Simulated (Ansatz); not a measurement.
`[OH][Zn][O][SiH3]` + HCl → `[SiH3][O][Zn][Cl]` + H₂O at 700 K and 1 bar (ligand exchange at a Zn–O bond).

Computed with Ansatz on PBE0-D4/def2-TZVP structures; ΔE is electronic, products minus reactants. CBS: MP2 limit from def2 TZ/QZ plus the TZ coupled-cluster correction, frozen cores. This one scheme is used for every species. For Zn outer-core shells are correlated without core-valence functions, which leaves a few kJ/mol of doubt a bond. Scalar relativity is left out up to krypton. Each species was taken in one conformer, which may not be the lowest.

| species | CCSD(T)/CBS energy (Eh) | H − E (kJ/mol) | S (J/(mol·K)) |
| --- | --- | --- | --- |
| `[OH][Zn][O][SiH3]` | -2220.29116 | 181.0 | 474.2 |
| HCl | -460.38127 | 38.4 | 211.8 |
| `[SiH3][O][Zn][Cl]` | -2604.33020 | 144.2 | 455.3 |
| H₂O | -76.37941 | 80.5 | 218.4 |

H − E and S are ideal-gas, rigid-rotor, harmonic terms from PBE0-D4/def2-TZVP, for one conformer and one mirror image of each species. 1 Eh = 2625.50 kJ/mol, R = 8.31446 J/(mol·K).

Task: By hand: ΔE, ΔH, ΔS and ΔG.

Result: ΔE = (-2604.33020) + (-76.37941) − (-2220.29116) − (-460.38127) = -0.03718 Eh = -97.6 kJ/mol. Δ(H − E) = 144.2 + 80.5 − 181.0 − 38.4 = 5.3, so ΔH = -92.3 kJ/mol. ΔS = 455.3 + 218.4 − 474.2 − 211.8 = -12.3 J/(mol·K). ΔG = -92.3 − 700 × (-12.3)/1000 = -83.7 kJ/mol.

Task: By hand: the equilibrium constant, and the temperature at which ΔG would vanish if ΔH and ΔS stayed fixed.

Result: log₁₀ K = −ΔG/(RT ln 10) = 6.2. ΔG = 0 at ΔH/ΔS = 7504 K, far beyond where these terms or the molecules hold.

The number of gas molecules stays the same, so ΔS is small and ΔH decides. A doubt of 5 kJ/mol in ΔE shifts log₁₀ K by 0.4 here. Other conformers and mirror images would add mixing entropy, several J/(mol·K) or more a flexible species. Modes under 60 cm⁻¹, often nearly free rotors, make the harmonic entropy too high. These are equilibria of isolated gas molecules and say nothing of rates. Largest T1 diagnostic: 0.016 (customary marks: 0.02 for closed shells, 0.045 for open ones).
